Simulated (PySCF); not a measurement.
H3Br2NSn, SMILES [Br][SnH]([Br])[NH2] at its CAM-B3LYP/def2-SVP optimised geometry (Å):

```
7

Sn    -0.8047    -0.7452     0.0000
N      1.2044    -0.7452     0.0000
Br    -1.4666     1.6472     0.0000
Br    -1.4619    -1.8233     2.1371
H     -1.6561    -1.5205    -1.2584
H      1.6561    -0.2264    -0.7489
H      1.6551    -1.6472     0.1318
```

Level of theory: CAM-B3LYP/def2-TZVP, def2 effective core potentials past Kr (PySCF). The core electrons that the potentials of Sn replace are not part of the density.

Map of the electron localisation function on the plane z = 0.8 Å:

```
|                               |
|                               |
|       ..::::..                |
|     .:--====-:.               |
|    .-=+**##**=-.              |
|   .-+*##%%%%#*=:.             |
|  .-+*#%%@@@@%#*-.             |
|  :=*#%@@@@@@@%*=:             |
|  :+#%@@%%%%@@%*=.             |
| .:+#%@@%##%@%#*-              |
|  :+*%%@%%#%%%#=.              |
|  :=*#%%%%%%%#+:     ..        |
|  .:=*######*+-.   .---:.      |
|   .:-=+***+=-.   :+***=:.     |
|     ..:----::...:*%%%#*=:     |
|       ..::.....:+%@@@%#+-.    |
|       .....::..-#@@@@@#+-.    |
|       .:..:-:..-#@@@@%#=:.    |
|      .:::.:-:..-*%@@@%*=.     |
|     .:--::.::..:=*#%%#+-.     |
|    .:-===-:.....:=+###*=.     |
|   .:-==+++--::. .:=#%%#+:     |
|   .:-=++**+=-:.  .-#%@%*-     |
|   .:-=+***++-:    :+%%#*:     |
|   .:-=+***+=-.     -+**=.     |
|   .:-=+++++=-.      :--.      |
|    .:-==++=-:.                |
|     .:--==--:.                |
|      .::::::.                 |
|        .....                  |
|                               |
```
Scale: ten equal steps from 0.000 (start of ' ') to 0.922 (end of '@'), in the order ' .:-=+*#%@'; x runs from -4.00 to 4.00, y from -4.00 (bottom) to 4.00 (top).
